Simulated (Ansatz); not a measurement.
`OBCBr` + HCl → `ClCBr` + `BO` at 298.15 K and 1 bar (substitution at a C–B bond).

Isolated molecules relaxed with PBE0-D4/def2-TZVP in Ansatz; ΔE leaves out vibrations. CCSD(T)/CBS adds triple-zeta CCSD(T) − MP2 to the extrapolated MP2 energy (def2 sets, frozen cores). This one scheme is used for every species. For Br outer-core shells are correlated without core-valence functions, which leaves a few kJ/mol of doubt a bond. Scalar relativity is left out up to krypton. Each species was taken in one conformer, which may not be the lowest.

| species | CCSD(T)/CBS energy (Eh) | H − E (kJ/mol) | S (J/(mol·K)) |
| --- | --- | --- | --- |
| `OBCBr` | -2713.79993 | 163.2 | 314.0 |
| HCl | -460.38127 | 26.6 | 186.8 |
| `ClCBr` | -3072.34323 | 88.1 | 287.4 |
| `BO` | -101.80414 | 103.5 | 230.4 |

H − E and S are ideal-gas, rigid-rotor, harmonic terms from PBE0-D4/def2-TZVP, for one conformer and one mirror image of each species. 1 Eh = 2625.50 kJ/mol, R = 8.31446 J/(mol·K).

Problem. By hand: ΔE, ΔH, ΔS and ΔG.

Solution. ΔE = (-3072.34323) + (-101.80414) − (-2713.79993) − (-460.38127) = 0.03383 Eh = 88.8 kJ/mol. Δ(H − E) = 88.1 + 103.5 − 163.2 − 26.6 = 1.8, so ΔH = 90.6 kJ/mol. ΔS = 287.4 + 230.4 − 314.0 − 186.8 = 17.0 J/(mol·K). ΔG = 90.6 − 298.15 × (17.0)/1000 = 85.5 kJ/mol.

Problem. By hand: the equilibrium constant, and the temperature at which ΔG would vanish if ΔH and ΔS stayed fixed.

Solution. log₁₀ K = −ΔG/(RT ln 10) = -15.0. ΔG = 0 at ΔH/ΔS = 5329 K, far beyond where these terms or the molecules hold.

ΔH outweighs TΔS. A doubt of 5 kJ/mol in ΔE shifts log₁₀ K by 0.9 here. Other conformers and mirror images would add mixing entropy, several J/(mol·K) or more a flexible species. These are equilibria of isolated gas molecules and say nothing of rates. Largest T1 diagnostic: 0.014 (customary marks: 0.02 for closed shells, 0.045 for open ones).
